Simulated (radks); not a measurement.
Task: Ca V, 16 electrons, occupied as [Ne] 3s2 3p4. Method: Dirac Kohn-Sham, PBE, spin-unpolarised, spherical densities, point nucleus; open shells fill j = l - 1/2 first; computed with a radial shooting solver on a logarithmic mesh with Libxc functionals. Some entries of the table are withheld. Estimate them.

orbital,occ.,eigenvalue (Ry),r(max) (bohr),<r> (bohr)
1s1/2,2,(1),0.05028,0.07684
2s1/2,2,(2),0.2997,0.3635
2p1/2,2,-29.03634,(3),0.3252
2p3/2,4,-28.76398,(4),0.3277
3s1/2,2,(5),0.9695,(6)
3p1/2,2,(7),1.002,1.157
3p3/2,2,(8),1.007,1.163

Result: 
(1) 1s1/2 eigenvalue (Ry): -294.6370
(2) 2s1/2 eigenvalue (Ry): -34.68715
(3) 2p1/2 r(max) (bohr): 0.2449
(4) 2p3/2 r(max) (bohr): 0.2469
(5) 3s1/2 eigenvalue (Ry): -7.16600
(6) 3s1/2 <r> (bohr): 1.096
(7) 3p1/2 eigenvalue (Ry): -5.70929
(8) 3p3/2 eigenvalue (Ry): -5.67523
